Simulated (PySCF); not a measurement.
Compound: C4H6SSi.
Geometry (GFN2-xTB, Å), atoms numbered from 1 in this order:
```xyz
12
C4H6SSi angstrom
Si     2.873    0.160    0.111
C      1.048   -0.038   -0.099
C     -0.144   -0.161   -0.239
C     -1.552   -0.324   -0.368
C     -2.464    0.245    0.662
S     -2.358   -1.550    0.726
H      3.151    1.588    0.286
H      3.268   -0.598    1.298
H      3.528   -0.355   -1.093
H     -1.914   -0.372   -1.391
H     -3.417    0.644    0.341
H     -2.018    0.759    1.504
```

Computed, not measured: TDDFT CAM-B3LYP/def2-SVPD, vertical, gas phase, core orbitals frozen in the response in PySCF 2.14.0, density-fitted response routines.

Frontier orbitals with the atoms that hold most of them (Löwdin shares over 4%, at most four atoms; ? is withheld):

| orbital | ε (eV) | atoms |
| --- | --- | --- |
| HOMO-3 | -11.10 | S6 41%, C5 28%, C4 10%, C3 5% |
| HOMO-2 | -9.34 | C2 36%, C3 34%, Si1 6%, C4 6% |
| HOMO-1 | -9.00 | C2 29%, C3 25%, S6 20%, C4 11% |
| HOMO | -8.17 | ? |
| LUMO | ? | ? |
| LUMO+1 | 0.97 | C2 17%, Si1 16%, S6 15%, C3 15% |
| LUMO+2 | 1.15 | Si1 46%, C2 14%, H9 9%, C3 8% |

Question: Which atoms hold the HOMO, and with what shares?

Answer: S6 (bonded to 2 C) 71%; C5 (bonded to C, S and 2 H) 9%; C4 (bonded to 2 C, S and H) 6%; C3 (bonded to 2 C) 5%. By element: sulfur 71%, carbon 20% or more.

Question: Which atoms hold the LUMO, and with what shares?

Answer: S6 (bonded to 2 C) 40%; C4 (bonded to 2 C, S and H) 15%; C2 (bonded to C and Si) 13%; C3 (bonded to 2 C) 13%. By element: carbon 40% or more, sulfur 40%.

Question: What is the LUMO energy, and the HOMO–LUMO gap?

Answer: ε(LUMO) = 0.19 eV; the gap is 8.36 eV (0.3072 hartree).

Question: The HOMO–LUMO gap is 8.36 eV. Where does the response calculation put the lowest singlet, and from which orbitals?

Answer: S1 is at 4.49 eV (f = 0.0060), 3.87 eV below the gap, made of HOMO→LUMO (86%). Without the coupling terms of the response equations the lowest excitation would equal the gap.

Next come S2 at 5.61 eV (f 0.018), HOMO-2→LUMO (48%), HOMO-1→LUMO (22%); S3 at 5.87 eV (f 0.060), HOMO-2→LUMO (32%), HOMO-1→LUMO (24%), HOMO-2→LUMO+1 (11%); S4 at 5.89 eV (f 0.033), HOMO→LUMO+1 (32%), HOMO-1→LUMO+1 (22%), HOMO-1→LUMO (11%); S5 at 6.07 eV (f 0.0094), HOMO→LUMO+3 (64%), HOMO-1→LUMO (10%).

Löwdin shares depend on the basis, the more so with diffuse functions.
